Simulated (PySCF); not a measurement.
**TDDFT excited states: H8N4Zr**

Zr(NH2)4 (singlet state).
SMILES: `[NH2][Zr]([NH2])([NH2])[NH2]`

Theory: TDDFT B3LYP/def2-SVPD, vertical, gas phase, core orbitals frozen in the response, def2 core potentials past Kr in PySCF 2.14.0, density-fitted response routines. Isolated species at its PBE0-D3(BJ)/def2-SVP geometry, gas phase. Spin–orbit coupling is left out.

Q: Predict the UV-vis stick spectrum at this level.

A: 

| state | E (eV) | ν̃ (cm⁻¹) | f | \|μ\| (D) | main configurations (H = HOMO, L = LUMO) |
| --- | --- | --- | --- | --- | --- |
| S1 | 5.09 | 41090 | 0.0038 | 0.44 | H→L+1 (81%) |
| S2 | 5.11 | 41230 | 0.0028 | 0.38 | H-1→L+1 (82%) |
| S3 | 5.33 | 42990 | 0.032 | 1.26 | H→L (95%) |
| S4 | 5.36 | 43230 | 0.030 | 1.22 | H-1→L (93%) |
| S5 | 5.47 | 44140 | 0.016 | 0.89 | H-2→L+1 (89%) |
| S6 | 5.58 | 45010 | 0.065 | 1.75 | H→L+2 (70%), H→L+1 (9%) |
| S7 | 5.63 | 45430 | 0.021 | 0.99 | H-2→L (57%), H-1→L+2 (19%) |
| S8 | 5.64 | 45490 | 0.046 | 1.46 | H-1→L+2 (56%), H-2→L (28%) |
| S9 | 5.74 | 46300 | 0.013 | 0.76 | H-3→L+1 (52%), H-2→L+2 (31%) |

Triplets, Tamm–Dancoff:

```tsv
state	E (eV)	λ (nm)	main configurations (H = HOMO, L = LUMO)
T1	4.93	251.7	H→L+1 (86%)
T2	4.96	250.0	H-1→L+1 (88%)
T3	5.11	242.6	H→L+2 (42%), H→L (34%)
T4	5.13	241.7	H-1→L+2 (49%), H-1→L (30%)
```

The lowest singlet lies at 5.09 eV (243 nm, ultraviolet) and is very weak; its leading configuration is HOMO→LUMO+1 (81%). The largest oscillator strength of a single state is 0.065. S7/S8 lie within about 0.01 eV of each other. For S1 the Löwdin share of zirconium is 9% in HOMO and 65% in LUMO+1 (ligand-to-metal charge transfer by this measure). Of the 9 states listed, 7 reach f = 0.01 and none stays under 0.0005. Orbital energies (eV): HOMO-3 -7.23, HOMO-2 -6.90, HOMO-1 -6.57, HOMO -6.54, LUMO -0.35, LUMO+1 -0.21, LUMO+2 0.08. The vertical ionisation energy (ΔSCF) is 8.46 eV, 2.72 eV above S9. Orbitals of the list HOMO-3 to LUMO+2 that lie within 0.01 eV of each other are written together with a slash and their weights summed (≥ marks a lower bound); for degenerate orbitals outside that list single weights are arbitrary. Singlets were solved by full linear response, triplets in the Tamm–Dancoff approximation. The highest level found (5.95 eV, f 0.040 so far) is left out, since the window may have cut off a degenerate partner.
